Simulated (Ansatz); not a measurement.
`[NH2][Ti]([F])([F])[F]`, relaxed with RKS PBE-D4/def2-SVP in Ansatz 0.2.0 from a rough embedded geometry. The force threshold is 0.03 eV/Å; the program also tests the step.

The species carries charge 0 and has multiplicity 1.

Start:

```xyz
7

N    -1.254    0.119   -0.426
Ti    0.609   -0.286    0.171
F     1.509   -1.175   -1.244
F     1.552    1.262    0.616
F     0.557   -1.409    1.744
H    -1.754    0.703    0.364
H    -1.219    0.787   -1.226
```

Task: By how much does the energy fall, and how many steps does the optimiser take? (An estimate is asked.)

Result: Computed: 117.48 kJ/mol, in 7 steps, 1 of them rejected.

Task: Which bonds change most? (Estimate.)

Result: The calculation gave: Ti2–F5 from 1.933 to 1.754 Å; Ti2–F3 from 1.898 to 1.754 Å; N1–Ti2 from 1.998 to 1.862 Å; Ti2–F4 from 1.866 to 1.763 Å.

Task: Give the relaxed structure. (Estimate.)

Result: Computed: 
```xyz
7

N    -1.038    0.340   -0.317
Ti    0.651   -0.255    0.195
F     1.380   -1.059   -1.183
F     1.663    1.120    0.637
F     0.459   -1.269    1.613
H    -1.816    0.514    0.328
H    -1.299    0.608   -1.273
```
